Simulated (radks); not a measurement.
Question: The mean radii <r> (bohr) of the occupied orbitals of an atom or ion are listed with their occupations. All-electron calculation, scalar-relativistic Kohn-Sham, BLYP, spin-polarised, spherical densities, finite nucleus; Fermi nuclear charge, rms radius of each element as measured or else 0.836 A^(1/3) + 0.57 fm. Program: a radial shooting solver on a logarithmic mesh with Libxc functionals.

orbital  occ.      <r>
1s up       1  0.04409
1s down     1  0.04409
2s up       1   0.1953
2s down     1   0.1951
2p up       3   0.1706
2p down     3   0.1703
3s up       1   0.5224
3s down     1   0.5237
3p up       3   0.5187
3p down     3   0.5204
3d up       2   0.4841

Name the element and its charge. Open shells, if any, are filled with parallel spins first.

Answer: Z = 34, selenium, charge +14: Se14+ in [Ar] 3d2. The 1s radius gives Z: for a bare nucleus <r> = (2 gamma + 1)/(2Z) with gamma = sqrt(1 - (Z/c)^2), 0.0432 bohr for Z = 34, and screening makes it slightly larger (0.04409 here). The occupations add up to 20, and the charge is Z minus that.
